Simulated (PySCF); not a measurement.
Compound: C₇H₉N.
Cartesian coordinates in Å at the PBE0-D3(BJ)/def2-SVP level; atoms count from 1:
```xyz
17
C7H9N angstrom
C      1.787    1.364   -0.058
C      0.891    0.682   -0.505
C     -0.192   -0.133   -1.044
C     -0.064   -1.609   -0.735
C      0.868   -2.173    0.030
C     -1.574    0.341   -0.582
C     -1.736    0.605    0.885
N     -2.477    0.414   -1.470
H      2.582    1.973    0.329
H     -0.211   -0.018   -2.142
H     -0.845   -2.218   -1.203
H      0.877   -3.252    0.200
H      1.655   -1.575    0.501
H     -1.424   -0.279    1.465
H     -1.082    1.434    1.198
H     -2.777    0.851    1.134
H     -3.369    0.689   -1.046
```

Level: PBE0/def2-SVPD in PySCF, non-relativistic, on one gas-phase PBE0-D3(BJ)/def2-SVP geometry that isn't relaxed in the solvent. The solvent is an IEF-PCM continuum (cavity from Bondi-type radii × 1.2), and excitations are vertical TDDFT with non-equilibrium linear response and a frozen core. Specific hydrogen bonds and non-electrostatic terms are outside this model.

| run | E − E(gas) (kcal/mol) | HOMO (eV) | HOMO–LUMO gap (eV) | dipole (D) | lowest singlet (eV) | static polarisability (au) |
| --- | --- | --- | --- | --- | --- | --- |
| gas | 0.00 | -7.45 | 6.86 | 2.14 | 5.30 | 89.2 |
| P | -5.46 | -7.50 | 6.90 | 2.75 | 5.36 | 115.3 |
| Q | -4.72 | -7.49 | 6.89 | 2.66 | 5.35 | 111.2 |

**Question.** The runs were made in chloroform and tetrahydrofuran. Which run belongs to which solvent?

**Answer.** P = tetrahydrofuran, Q = chloroform. The dielectric constants are 4.711 (chloroform), 7.426 (tetrahydrofuran), and the energy falls further as ε rises. The optical constants n² used for the excitations are 2.09, 1.97 in the same order. In this model the ground state sees the solvent through ε alone.

**Question.** How constant is the ratio of the lowering to (ε − 1)/(2ε + 1)?

**Answer.** 
```tsv
solvent	(ε − 1)/(2ε + 1)	E − E(gas) (kcal/mol)	ratio (kcal/mol)	polarisation term (kcal/mol)
chloroform	0.356	-4.72	-13.3	-5.23
tetrahydrofuran	0.405	-5.46	-13.5	-6.15
```

The ratio changes by +1.6 % in size from chloroform to tetrahydrofuran. The polarisation term is half the interaction of the solute with the induced surface charges.
